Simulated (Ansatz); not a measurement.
Total energies of C$_{2}$H$_{10}$BN (`C[BH-](C)[NH3+]`).

```xyz
14

C    -1.388    0.150    0.661
B    -0.197   -0.290   -0.328
C     0.493    0.915   -1.143
N     0.992   -0.913    0.648
H    -1.793   -0.672    1.266
H    -1.097    0.951    1.355
H    -2.231    0.542    0.083
H    -0.487   -1.245   -1.036
H     0.832    1.735   -0.494
H     1.353    0.606   -1.752
H    -0.226    1.357   -1.840
H     1.327   -0.205    1.297
H     1.781   -1.233    0.094
H     0.640   -1.697    1.188
```

Charge 0, multiplicity 1. The geometry is a stationary point of PBE0-D4/def2-TZVP. It is one conformer, not always the lowest. Basis def2-TZVPP, Ansatz 0.2.0.

RPA on PBE orbitals: Hartree–Fock energy of these orbitals -160.73497 Eh, correlation -1.22785 Eh (frozen core).

```json
{"functional": "LDA (SPW92)", "energy without D4 (Eh)": "-160.38080", "D4 term (kJ/mol)": "–"}
{"functional": "PBE", "energy without D4 (Eh)": "-161.68443", "D4 term (kJ/mol)": "-21.9"}
{"functional": "revPBE", "energy without D4 (Eh)": "-161.86866", "D4 term (kJ/mol)": "-76.0"}
{"functional": "BLYP", "energy without D4 (Eh)": "-161.82372", "D4 term (kJ/mol)": "-49.0"}
{"functional": "r2SCAN", "energy without D4 (Eh)": "-161.81925", "D4 term (kJ/mol)": "-5.6"}
{"functional": "B97M-V", "energy without D4 (Eh)": "-161.92715", "D4 term (kJ/mol)": "–"}
{"functional": "PBE0", "energy without D4 (Eh)": "-161.71825", "D4 term (kJ/mol)": "-18.2"}
{"functional": "B3LYP", "energy without D4 (Eh)": "-161.93996", "D4 term (kJ/mol)": "-34.7"}
{"functional": "r2SCANh", "energy without D4 (Eh)": "-161.81439", "D4 term (kJ/mol)": "-5.8"}
{"functional": "r2SCAN0", "energy without D4 (Eh)": "-161.80783", "D4 term (kJ/mol)": "-6.4"}
{"functional": "HSE06 (plane-wave form)", "energy without D4 (Eh)": "-161.70758", "D4 term (kJ/mol)": "-16.8"}
{"functional": "BHLYP", "energy without D4 (Eh)": "-161.82057", "D4 term (kJ/mol)": "-23.5"}
{"functional": "CAM-B3LYP", "energy without D4 (Eh)": "-161.82986", "D4 term (kJ/mol)": "-18.1"}
{"functional": "LC-ωPBE", "energy without D4 (Eh)": "-161.82969", "D4 term (kJ/mol)": "–"}
{"functional": "ωB97X-V", "energy without D4 (Eh)": "-161.87658", "D4 term (kJ/mol)": "–"}
{"functional": "ωB97M-V", "energy without D4 (Eh)": "-161.82079", "D4 term (kJ/mol)": "–"}
{"functional": "B2PLYP", "energy without D4 (Eh)": "-161.76621", "D4 term (kJ/mol)": "–"}
{"functional": "PBE-QIDH", "energy without D4 (Eh)": "-161.70029", "D4 term (kJ/mol)": "–"}
```

B3LYP takes the VWN-RPA correlation (the form of Gaussian; ORCA's B3LYP/G). HSE06 is the plane-wave form, built on full-range PBE exchange. The double hybrids freeze the cores in their second-order part.

LC-ωPBE has ω = 0.4 bohr⁻¹.
